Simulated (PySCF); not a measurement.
Input for PySCF: R-MP2/6-31G* on HF (SMILES F).

```python
from pyscf import gto, scf, dft, mp
from pyscf.data.elements import chemcore

mol = gto.M(
    atom='''
    F    -0.01249353   -0.08389304   -0.13913820
    H     0.15444039    0.13382320    0.75090877
    ''',
    basis='6-31g*',
    cart=True,
    charge=0, spin=0, verbose=3, max_memory=1800)
mf = scf.RHF(mol)
mf.conv_tol = 1e-8
mf.max_cycle = 100
mf.kernel()
if not mf.converged:
    mf = mf.newton().run(mf.mo_coeff, mf.mo_occ)
pt = mp.MP2(mf, frozen=chemcore(mol)).run()
```

It printed:

```
converged SCF energy = -100.002418642015
E(RMP2) = -100.182164316884  E_corr = -0.179745674869075
E(SCS-RMP2) = -100.17602378087  E_corr = -0.173605138855266
```

The calculation finished and met its thresholds.

Cost: very roughly 0.20 core-seconds.
